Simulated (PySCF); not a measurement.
**Al⁺: ionisation energy**

Al⁺ [Ne] 3s2 (1S) → Al²⁺ [Ne] 3s1 (2S), as a difference of total energies. Calculation: PySCF 2.14, in cc-pV(T+d)Z (5s4p3d1f, 39 functions); the non-relativistic Hamiltonian (point nucleus). Correlated levels: valence: [Ne] frozen. The calculations carry no spin-orbit coupling.

```tsv
method	ionisation energy (eV)
UHF	17.519
TPSS	18.614
MP2 (valence)	18.274
CCSD (valence)	18.595
```

Estimate what B3LYP gives.

18.900 eV, closest to TPSS among the rows shown.

Estimate what SCS-MP2 (valence) gives.

18.425 eV, closest to MP2 (valence) among the rows shown.

Errors of the correlated levels include the incompleteness of this basis and the frozen core.

With two correlated electrons CCSD is exact in that space.

For comparison: 18.829 eV (measured; NIST Atomic Spectra Database, ionization energies).
